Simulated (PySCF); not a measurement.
Se(Et)(GeH3), C2H8GeSe, SMILES CC[Se][GeH3], B3LYP/def2-SVP optimised geometry.

```
12

Se    -1.18     1.52     0.00
C     -0.14     2.23    -1.55
C     -0.66     1.79    -2.92
H      0.91     1.96    -1.40
H     -0.22     3.32    -1.43
H     -1.71     2.07    -3.06
H     -0.58     0.70    -3.05
H     -0.06     2.27    -3.72
Ge    -0.37    -0.71     0.00
H      1.18    -0.71     0.00
H     -0.91    -1.35     1.29
H     -0.87    -1.52    -1.22
```

Density from B3LYP/def2-TZVP (PySCF 2.14.0) at that geometry.

Minimum of the electron density along straight lines between bonded atoms, close to the bond critical point (lines longer than 1.1 times the sum of covalent radii, or with two minima, are not listed):

```json
[
 {"bond": "Se1–C2", "length / Å": "1.993", "ρ at the minimum / e bohr⁻³": "0.137", "∇²ρ there / e bohr⁻⁵": "-0.13", "position (fraction from the first atom)": "0.52"},
 {"bond": "C2–C3", "length / Å": "1.522", "ρ at the minimum / e bohr⁻³": "0.249", "∇²ρ there / e bohr⁻⁵": "?", "position (fraction from the first atom)": "0.51"},
 {"bond": "C2–H4", "length / Å": "1.100", "ρ at the minimum / e bohr⁻³": "0.278", "∇²ρ there / e bohr⁻⁵": "-0.95", "position (fraction from the first atom)": "0.65"},
 {"bond": "C2–H5", "length / Å": "1.101", "ρ at the minimum / e bohr⁻³": "0.277", "∇²ρ there / e bohr⁻⁵": "-0.94", "position (fraction from the first atom)": "0.64"},
 {"bond": "C3–H6", "length / Å": "1.101", "ρ at the minimum / e bohr⁻³": "0.274", "∇²ρ there / e bohr⁻⁵": "-0.93", "position (fraction from the first atom)": "0.64"},
 {"bond": "C3–H7", "length / Å": "1.101", "ρ at the minimum / e bohr⁻³": "0.274", "∇²ρ there / e bohr⁻⁵": "-0.92", "position (fraction from the first atom)": "0.64"},
 {"bond": "C3–H8", "length / Å": "1.104", "ρ at the minimum / e bohr⁻³": "0.271", "∇²ρ there / e bohr⁻⁵": "-0.90", "position (fraction from the first atom)": "0.64"},
 {"bond": "Se1–Ge9", "length / Å": "2.373", "ρ at the minimum / e bohr⁻³": "?", "∇²ρ there / e bohr⁻⁵": "-0.03", "position (fraction from the first atom)": "0.56"},
 {"bond": "Ge9–H10", "length / Å": "1.545", "ρ at the minimum / e bohr⁻³": "0.131", "∇²ρ there / e bohr⁻⁵": "0.05", "position (fraction from the first atom)": "0.59"},
 {"bond": "Ge9–H11", "length / Å": "1.541", "ρ at the minimum / e bohr⁻³": "0.133", "∇²ρ there / e bohr⁻⁵": "?", "position (fraction from the first atom)": "0.59"},
 {"bond": "Ge9–H12", "length / Å": "1.545", "ρ at the minimum / e bohr⁻³": "0.132", "∇²ρ there / e bohr⁻⁵": "0.05", "position (fraction from the first atom)": "0.59"}
]
```

Problem. Complete the blanks.

Solution. 
- C2–C3, ∇²ρ there / e bohr⁻⁵: -0.62
- Se1–Ge9, ρ at the minimum / e bohr⁻³: 0.091
- Ge9–H11, ∇²ρ there / e bohr⁻⁵: 0.06
